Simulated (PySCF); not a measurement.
Br₃Sb, charge +1, doublet, geometry from GFN2-xTB of the parent state (a state made from the parent by changing its charge; the spin is typed, not shown lowest) (core potentials on Sb).

Input for PySCF:
```python
from pyscf import gto, scf

mol = gto.M(
    atom='''
Sb   -0.004140   -0.010644    0.885161
Br    0.534811   -2.115639   -0.452946
Br    1.572372    1.526862   -0.404293
Br   -2.101151    0.604288   -0.432567
''',
    basis='def2-svp',
    ecp={'Sb': 'def2-svp'},
    charge=1,
    spin=1,
    verbose=4,
)

mf = scf.UHF(mol)
mf = mf.density_fit(auxbasis='def2-universal-jkfit')
mf.kernel()
```

What does this run give for the <S^2>, total energy, nuclear repulsion energy?


| Quantity | Value |
|---|---|
| <S^2> | 0.847 |
| total energy | -7955.3187 Eh |
| nuclear repulsion energy | 1014.2273 Eh |

These values belong to the state on which the SCF converged, which isn't shown to be the lowest.
